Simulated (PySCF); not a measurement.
Multinuclear NMR of C2H3F5OSi

Numbering as in the mapped SMILES `[OH:1][SiH2:2][C:3]([F:4])([F:5])[C:6]([F:7])([F:8])[F:9]`; H(Xn) means a hydrogen on atom n.

PySCF 2.14.0 with density-fitted response routines calculation with NMR shieldings at PBE0/pcSseg-1/GIAO and structure optimised with GFN2-xTB; non-relativistic Hamiltonian, no solvent, a single conformation, equivalent nuclei averaged.

**Question.** What are the $^{19}$F shifts?

**Answer.** 
| atoms | environment | σ (ppm) | δ (ppm) |
| --- | --- | --- | --- |
| F7/F8/F9 | fluorine of a CF3 group | 264.6 | -78.1 |
| F4/F5 | fluorine of a CF2 group | 326.7 | -134.1 |

Shieldings were converted by a linear fit to measured shifts: $^{19}$F (scatter 6.0 ppm rms, 7.0 ppm with the 5 outliers that the fit left out vs CFCl3, solution or neat liquid, with a term for F on sp3 carbon). A few per cent of atoms miss by over 2 rms, more outside the fitted compound classes.

On a 300 MHz spectrometer $^{19}$F resonates near 282.3 MHz, so 1 ppm is 282.3 Hz.

**Question.** Where does $^{29}$Si resonate?

**Answer.** 
```
atoms                  environment  σ (ppm)  δ (ppm)
  Si2  silicon bonded to C, O, 2 H    380.7    -33.0
```

Shieldings were converted by a linear fit to measured shifts: $^{29}$Si: δ = 279.94 − 0.822σ (rms 8.9 ppm, 72 shifts, 25.8 ppm with the 6 outliers that the fit left out vs TMS, solution or neat liquid). Occasional misses reach two or three times the rms, and more in compound classes unlike the fitted ones.

On a 500 MHz spectrometer $^{29}$Si resonates near 99.3 MHz, so 1 ppm is 99.3 Hz.

**Question.** What are the $^{17}$O shifts?

**Answer.** 
```csv
atoms,environment,σ (ppm),δ (ppm)
O1,"oxygen bonded to Si, H",323.1,-27.6
```

Shieldings were converted by a linear fit to measured shifts: $^{17}$O: δ = 266.70 − 0.911σ (rms 10.7 ppm, 155 shifts, 12.2 ppm with the 3 outliers that the fit left out vs liquid water, solution or neat liquid). Occasional misses reach two or three times the rms, and more in compound classes unlike the fitted ones.

On a 300 MHz spectrometer $^{17}$O resonates near 40.7 MHz, so 1 ppm is 40.7 Hz.
